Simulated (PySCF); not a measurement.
CH₇F₂NSi₂, SMILES CN([SiH2]F)[SiH2]F.

Coordinates come from a r2SCAN-D4/def2-SVP optimisation. The structure was generated by enumeration, and PubChem lists no compound with its InChIKey, so it may never have been made. The values are those of a single conformer.

Computed with r2SCAN-D4/def2-SVP run with PySCF.

Frequencies are harmonic and unscaled.

```json
[
 {"mode": "1", "ν (cm⁻¹)": "49", "IR (km/mol)": "3.2", "moving atoms (share of kinetic energy)": "F 59 %, Si 16 %, H 14 %"},
 {"mode": "2", "ν (cm⁻¹)": "53", "IR (km/mol)": "1.6", "moving atoms (share of kinetic energy)": "F 49 %, H 17 %, Si 16 %, C 11 %"},
 {"mode": "3", "ν (cm⁻¹)": "87", "IR (km/mol)": "0.4", "moving atoms (share of kinetic energy)": "H 94 %"},
 {"mode": "4", "ν (cm⁻¹)": "122", "IR (km/mol)": "3.2", "moving atoms (share of kinetic energy)": "F 38 %, C 24 %, H 20 %, N 12 %"},
 {"mode": "5", "ν (cm⁻¹)": "217", "IR (km/mol)": "1.0", "moving atoms (share of kinetic energy)": "F 42 %, Si 37 %, H 15 %"},
 {"mode": "6", "ν (cm⁻¹)": "237", "IR (km/mol)": "2.0", "moving atoms (share of kinetic energy)": "F 31 %, Si 28 %, H 20 %, C 12 %, N 10 %"},
 {"mode": "7", "ν (cm⁻¹)": "269", "IR (km/mol)": "0.5", "moving atoms (share of kinetic energy)": "H 34 %, C 30 %, Si 22 %, N 12 %"},
 {"mode": "8", "ν (cm⁻¹)": "402", "IR (km/mol)": "45.1", "moving atoms (share of kinetic energy)": "N 54 %, Si 21 %, F 16 %"},
 {"mode": "9", "ν (cm⁻¹)": "570", "IR (km/mol)": "0.2", "moving atoms (share of kinetic energy)": "Si 55 %, H 23 %, C 14 %"},
 {"mode": "10", "ν (cm⁻¹)": "622", "IR (km/mol)": "12.7", "moving atoms (share of kinetic energy)": "H 71 %, Si 24 %"},
 {"mode": "11", "ν (cm⁻¹)": "713", "IR (km/mol)": "93.2", "moving atoms (share of kinetic energy)": "H 61 %, Si 22 %, C 12 %"},
 {"mode": "12", "ν (cm⁻¹)": "767", "IR (km/mol)": "19.5", "moving atoms (share of kinetic energy)": "H 93 %"},
 {"mode": "13", "ν (cm⁻¹)": "790", "IR (km/mol)": "3.9", "moving atoms (share of kinetic energy)": "H 94 %"},
 {"mode": "14", "ν (cm⁻¹)": "857", "IR (km/mol)": "66.5", "moving atoms (share of kinetic energy)": "F 56 %, Si 24 %, H 16 %"},
 {"mode": "15", "ν (cm⁻¹)": "864", "IR (km/mol)": "4.2", "moving atoms (share of kinetic energy)": "F 53 %, H 23 %, Si 23 %"},
 {"mode": "16", "ν (cm⁻¹)": "915", "IR (km/mol)": "298.9", "moving atoms (share of kinetic energy)": "H 91 %"},
 {"mode": "17", "ν (cm⁻¹)": "949", "IR (km/mol)": "117.3", "moving atoms (share of kinetic energy)": "H 77 %, N 12 %, Si 9 %"},
 {"mode": "18", "ν (cm⁻¹)": "953", "IR (km/mol)": "109.0", "moving atoms (share of kinetic energy)": "H 76 %, N 12 %, Si 10 %"},
 {"mode": "19", "ν (cm⁻¹)": "972", "IR (km/mol)": "102.1", "moving atoms (share of kinetic energy)": "H 66 %, Si 24 %"},
 {"mode": "20", "ν (cm⁻¹)": "975", "IR (km/mol)": "413.7", "moving atoms (share of kinetic energy)": "H 55 %, Si 24 %, N 15 %"},
 {"mode": "21", "ν (cm⁻¹)": "1123", "IR (km/mol)": "50.7", "moving atoms (share of kinetic energy)": "H 59 %, C 22 %, N 19 %"},
 {"mode": "22", "ν (cm⁻¹)": "1137", "IR (km/mol)": "127.2", "moving atoms (share of kinetic energy)": "N 48 %, C 27 %, H 23 %"},
 {"mode": "23", "ν (cm⁻¹)": "1209", "IR (km/mol)": "91.7", "moving atoms (share of kinetic energy)": "H 49 %, N 32 %, C 16 %"},
 {"mode": "24", "ν (cm⁻¹)": "1442", "IR (km/mol)": "0.6", "moving atoms (share of kinetic energy)": "H 88 %, C 11 %"},
 {"mode": "25", "ν (cm⁻¹)": "1474", "IR (km/mol)": "7.6", "moving atoms (share of kinetic energy)": "H 97 %"},
 {"mode": "26", "ν (cm⁻¹)": "1481", "IR (km/mol)": "14.9", "moving atoms (share of kinetic energy)": "H 97 %"},
 {"mode": "27", "ν (cm⁻¹)": "2255", "IR (km/mol)": "207.1", "moving atoms (share of kinetic energy)": "H 97 %"},
 {"mode": "28", "ν (cm⁻¹)": "2259", "IR (km/mol)": "19.0", "moving atoms (share of kinetic energy)": "H 97 %"},
 {"mode": "29", "ν (cm⁻¹)": "2274", "IR (km/mol)": "10.4", "moving atoms (share of kinetic energy)": "H 96 %"},
 {"mode": "30", "ν (cm⁻¹)": "2287", "IR (km/mol)": "209.1", "moving atoms (share of kinetic energy)": "H 96 %"},
 {"mode": "31", "ν (cm⁻¹)": "3014", "IR (km/mol)": "46.8", "moving atoms (share of kinetic energy)": "H 97 %"},
 {"mode": "32", "ν (cm⁻¹)": "3105", "IR (km/mol)": "15.7", "moving atoms (share of kinetic energy)": "H 90 %, C 10 %"},
 {"mode": "33", "ν (cm⁻¹)": "3119", "IR (km/mol)": "10.1", "moving atoms (share of kinetic energy)": "H 90 %, C 10 %"}
]
```
